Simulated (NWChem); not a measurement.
Species: hydrogen bromide (HBr); SMILES Br

```xyz
2

Br     0.0000     0.0000     0.0493
H      0.0000     0.0000    -1.3730
```
Atoms are numbered in this order, from 1.

All runs: NWChem. Structure relaxed at the PBE0/def2-SVP level. Level: PBE0/aug-cc-pVDZ; rows give the wavelength of the field.

```tsv
field	isotropic polarisability (bohr³)	anisotropy (bohr³)
static	22.3	2.5
1065 nm	22.5	2.5
589 nm	…	2.4
400 nm	23.6	2.3
```

Task: Complete the blanks.

Result: 
- 589 nm, isotropic polarisability (bohr³): 22.9
